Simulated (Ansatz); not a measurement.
Input for Ansatz (a quantum-chemistry and plane-wave program): U-CCSD(T)/def2-TZVPP on ClHPb (SMILES [Cl][PbH]), a point of a bond scan (R = 5.029 Å). Elements past Kr take the def2 small-core potentials; no spin–orbit coupling. The run froze 14 orbitals, filled d shells among them.

Ansatz 0.2 input:
```yaml
crystal:
  periodic: [false, false, false]
  atoms:
    - {symbol: Pb, position_ang: [-0.21816163, -0.21253453, 0.29359630]}
    - {symbol: H, position_ang: [-3.34881392, -2.03336512, -3.19603382]}
    - {symbol: Cl, position_ang: [1.13334803, 1.07733808, -1.35741397]}
basis:
  gaussian:
    orbitals: def2-TZVPP
correlation: {method: ccsd_t, electrons: outside_noble_gas}
scf: {omitted_lower_state_checks: [cluster_reference]}
magnetization: {spin_polarized: true, initial_magnetization: 0}
```

The log:

```
WARN ansatz: RAYON_NUM_THREADS=1 ignored (pool sized by the plan → 1); use --threads N
Functional definition: HF
these checks for a lower state are left out or cut short: cluster_reference
integrals: 0.20 GiB planned
800 factors; integrals over basis functions are off by at most 1.1e-3 eV
mean field: 0.32 GiB planned
mean field evaluation 1: about -17732.7868 eV, gradient 1.4e1 eV
mean field evaluation 2: about -17732.7870 eV, gradient 1.4e1 eV
mean field evaluation 4: about -17734.1053 eV, gradient 8.3e0 eV
mean field evaluation 8: about -17735.8167 eV, gradient 2.9e-1 eV
mean field evaluation 16: about -17735.8153 eV, gradient 4.4e-4 eV
mean field evaluation 32: about -17738.9222 eV, gradient 6.5e0 eV
mean field evaluation 64: about -17739.1531 eV, gradient 2.0e-6 eV
mean field evaluation 96: about -17739.1536 eV, gradient 1.0e-2 eV
mean field evaluation 128: about -17739.1529 eV, gradient 1.0e-1 eV
mean field evaluation 160: about -17739.1543 eV, gradient 1.2e-2 eV
mean field evaluation 192: about -17735.8177 eV, gradient 1.8e-1 eV
mean field -17739.15404245 eV, -651.9018870294 hartree, gradient 2.6e-6 eV, S^2 1.007847; 12 other end points of the search recorded, 0 dependent functions left out
14 core orbitals not correlated
reference -17739.15404245 eV, -651.9018870294 hartree; 6, 6 occupied and 86, 86 virtual orbitals, 800 factors
second order -6.57668015 eV of doubles, -0.00000000 eV of singles
coupled cluster: 0.46 GiB planned
cycle   1  -7.00611829 eV  change   -4.3e-1 eV  update   6.2e-2
cycle   2  -7.17434506 eV  change   -1.7e-1 eV  update   2.1e-2
cycle   3  -7.21528144 eV  change   -4.1e-2 eV  update   1.2e-2
cycle   4  -7.21078555 eV  change    4.5e-3 eV  update   3.9e-3
cycle   5  -7.21015658 eV  change    6.3e-4 eV  update   1.6e-3
cycle   6  -7.21036321 eV  change   -2.1e-4 eV  update   6.4e-4
cycle   7  -7.21033398 eV  change    2.9e-5 eV  update   2.8e-4
cycle   8  -7.21034292 eV  change   -8.9e-6 eV  update   1.9e-4
cycle   9  -7.21034792 eV  change   -5.0e-6 eV  update   1.6e-4
cycle  10  -7.21031558 eV  change    3.2e-5 eV  update   1.4e-4
cycle  11  -7.21035896 eV  change   -4.3e-5 eV  update   1.2e-4
cycle  12  -7.21036551 eV  change   -6.5e-6 eV  update   8.9e-5
cycle  13  -7.21039182 eV  change   -2.6e-5 eV  update   5.1e-5
cycle  14  -7.21037508 eV  change    1.7e-5 eV  update   2.8e-5
cycle  15  -7.21036317 eV  change    1.2e-5 eV  update   1.1e-5
coupled cluster: 0.46 GiB planned
perturbative correction -0.30409870 eV, -0.0111754213 hartree
Total energy: -17746.66850432 eV, -652.1780384098 hartree
Checks for a lower state left out: cluster_reference
```

The run converged. Its determinant has ⟨S²⟩ = 1.01, a mixture of spin states.

Cost: about 30 core-seconds (a rough figure).
